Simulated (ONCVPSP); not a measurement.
## Varying the ONCV potential for Yb (Z = 70)

Base potential:

| Property | Result |
| --- | --- |
| Element | Yb (Z = 70) |
| Generator | ONCVPSP 4.0.1 |
| Type | optimised norm-conserving Vanderbilt (ONCV) |
| Functional | PBE |
| Relativity | scalar-relativistic |
| Frozen core | [Kr] 4d10 4f13 |
| Valence charge | 11 |
| Reference configuration | 5s2 5p6 5d1 6s2 |
| Partial waves | 5s+6s: rc 2.00 bohr, ncon 3, nbas 6, qcut 5.7 1/bohr, 3 projectors, debl 1.7 Ha; 5p: rc 2.15 bohr, ncon 4, nbas 8, qcut 5.7 1/bohr, 3 projectors, debl 3.5 Ha; 5d: rc 2.15 bohr, ncon 5, nbas 9, qcut 4.9 1/bohr, 1 projector |
| Local potential | polynomial inside 1.35 bohr (lpopt 5, dvloc0 0 Ha) |
| Core correction | none |

All-electron outer shells of the reference configuration (PBE, scalar-relativistic, ld1.x):

| shell | level (eV) | outermost node (bohr) | outermost maximum (bohr) |
| --- | --- | --- | --- |
| 5s | -59.34 | 0.58 | 1.07 |
| 5p | -31.02 | 0.62 | 1.22 |
| 4f | -9.61 | – | 0.48 |
| 6s | -4.57 | 1.44 | 3.12 |
| 5d | -1.86 | 0.70 | 1.85 |

Cutoffs, loose and tight: the cutoffs (Ha) at which the residual kinetic energy of the hardest occupied pseudo-wave falls to 1 and 0.1 mHa per electron. They do not see the model core or the augmentation charge, which bear on the density cutoff. Test errors are all-electron minus pseudo excitation energies from the reference, over the configurations 5s2 5p6 5d1 6s1; 5s2 5p6 5d1 6s0; 5s2 5p6 5d0 6s0; 5s2 5p6 5d1 6s1 6p1. A dash means not determined; rows that change the core or the reference have their own tests. The largest error is taken over the tests solved by every variant that gives reliable tests at all: 5s2 5p6 5d1 6s0; 5s2 5p6 5d1 6s1; 5s2 5p6 5d1 6s1 6p1.

```csv
change,outcome,"cutoff, loose","cutoff, tight",bound ghosts,GHOST(+) flags above zero,largest test error (meV)
base,generated,11 Ha,13 Ha,none,s,+27
d: nbas 10,generated,11 Ha,13 Ha,none,s,+27
s: nproj 4,generated,11 Ha,13 Ha,none,s,+27
```

(1) What comes out with this change to the base: reference 5s2 5p6 5d2 6s1?

(2) What comes out with this change to the base: s: rc 1.44?

(3) What comes out with this change to the base: s: rc 2.06?

Answers

(1) outcome: generated; cutoff, loose: 11 Ha; cutoff, tight: 13 Ha; bound ghosts: none; GHOST(+) flags above zero: s; largest test error (meV): -697 over the solved tests; 1 of 4 tests not solved or not reliable.

(2) outcome: generated; cutoff, loose: 23 Ha; cutoff, tight: 62 Ha; bound ghosts: none; GHOST(+) flags above zero: s; largest test error (meV): +29.

(3) outcome: generated; cutoff, loose: 10 Ha; cutoff, tight: 13 Ha; bound ghosts: none; GHOST(+) flags above zero: s; largest test error (meV): +26.
